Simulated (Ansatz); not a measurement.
AlCl2Br (AlBrCl₂), 4 atoms. Hardware: 4 threads of Arm Neoverse V2 on a shared host.

Correlated methods freeze 24 core orbitals; core or outer-core shells of Br are correlated, in sets that lack core-valence functions.

(1) How many basis functions does each of these Ansatz runs have, and roughly what does it cost? B3LYP-D4/def2-TZVP, charge 0 singlet, energy, from earlier orbitals; MP2/def2-TZVP, charge 0 singlet, energy, from earlier orbitals; HF/def2-TZVP, charge 0 singlet, energy, from earlier orbitals; PBE-D4/def2-TZVP, charge 0 singlet, energy, from earlier orbitals; r2SCAN-D4/def2-TZVP, charge 0 singlet, energy, from earlier orbitals; PBE0-D4/def2-SVP, charge 1 doublet at the geometry of the charge 0 singlet, energy with a search over starts; PBE0-D4/def2-SVP, charge 0 singlet, energy with a search over starts; PBE-D4/def2-TZVP, charge 0 triplet at the geometry of the charge 0 singlet, energy, from earlier orbitals; BLYP-D4/def2-TZVP, charge 0 singlet, energy, from earlier orbitals; PBE0-D4/def2-TZVP, charge 1 doublet at the geometry of the charge 0 singlet, energy, from earlier orbitals; B3LYP-D4/def2-SVP, charge 0 singlet, frequencies; BHLYP-D4/def2-TZVP, charge 0 singlet, energy, from earlier orbitals.

Answers

(1) Other jobs shared the machine, so times can vary by a factor of up to 3. A dash marks memory too small to be measured apart from the calling script's.

```tsv
run	functions	fitting or Cholesky vectors	wall time	peak host memory (GiB)
PBE-D4/def2-TZVP, charge 0 singlet, energy, from earlier orbitals	159	1147	1.1 s	–
PBE0-D4/def2-SVP, charge 0 singlet, energy with a search over starts	86	777	1.1 s	–
BLYP-D4/def2-TZVP, charge 0 singlet, energy, from earlier orbitals	159	1147	1.2 s	–
HF/def2-TZVP, charge 0 singlet, energy, from earlier orbitals	159	1416	1.2 s	–
MP2/def2-TZVP, charge 0 singlet, energy, from earlier orbitals	159	983	1.3 s	–
B3LYP-D4/def2-TZVP, charge 0 singlet, energy, from earlier orbitals	159	1198	1.9 s	–
BHLYP-D4/def2-TZVP, charge 0 singlet, energy, from earlier orbitals	159	1325	1.9 s	–
PBE-D4/def2-TZVP, charge 0 triplet at the geometry of the charge 0 singlet, energy, from earlier orbitals	159	1147	2.5 s	–
PBE0-D4/def2-SVP, charge 1 doublet at the geometry of the charge 0 singlet, energy with a search over starts	86	777	2.7 s	–
r2SCAN-D4/def2-TZVP, charge 0 singlet, energy, from earlier orbitals	159	1147	2.9 s	–
PBE0-D4/def2-TZVP, charge 1 doublet at the geometry of the charge 0 singlet, energy, from earlier orbitals	159	1228	6 s	0.65
B3LYP-D4/def2-SVP, charge 0 singlet, frequencies	86	836	6 s	–
```
